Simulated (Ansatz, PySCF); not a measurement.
This triplet is an excited state, 3.49 eV above the relaxed singlet at the level frozen-core CCSD(T)/cc-pVTZ // B3LYP-D3(BJ)/def2-TZVP (Ansatz, an electronic-structure program).

B3LYP has the VWN-RPA correlation part, as in Gaussian. 

Cartesian coordinates (Å):
SMILES: [F][Ge][F]
```xyz
3

F      1.4765    -0.3143     0.0000
Ge    -0.0011     0.6337     0.0000
F     -1.4754    -0.3195     0.0000
```
Charge 0, spin multiplicity 3.

Q: Give the highest occupied spin orbital, dipole moment and total energy at the level PySCF with B3LYP-D3(BJ)/def2-TZVP.

A: 
```json
{
 "highest_occupied_spin_orbital": "-5.13 eV",
 "dipole_moment": "1.91 D",
 "total_energy": "-2276.7783 Ha"
}
```
